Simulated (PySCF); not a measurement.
**A small calculation by hand: refractive index and permittivity of the vapour**

Te(OMe)(NH2) (CH5NOTe), SMILES CO[Te]N.

Geometry: B3LYP-D3(BJ)/def2-SVP. This is a generated structure with no PubChem entry under its InChIKey; it may be hypothetical. The def2 effective core potentials stand for the cores of Te; spin–orbit coupling is left out. Other conformers were not sampled.

PBE0/def2-TZVP (PySCF) gives a mean static polarisability of 61.5 bohr³ and a dipole moment of 1.55 D. Take an ideal gas at 298.15 K and 0.1 bar, whether or not the substance is that volatile.

Q: Work out n − 1 in the optical limit and the static ε − 1.

A: 
Polarisability volume α' = 61.5 × 0.148185 = 9.11 Å³. Number density N = p/kT = 2.43e-6 Å⁻³.
Dilute limit of Lorentz–Lorenz: n − 1 = 2π N α' = 0.00014.
Orientation term of Debye: μ²/(3kT) = 8.098 Å³ × μ²(D²) = 19.45 Å³.
ε − 1 = 4π N (α' + μ²/3kT) = 0.00087. Orientation of the dipole supplies 68 % of the static response; it can't follow optical fields. Vibrational polarisation and dispersion are left out.
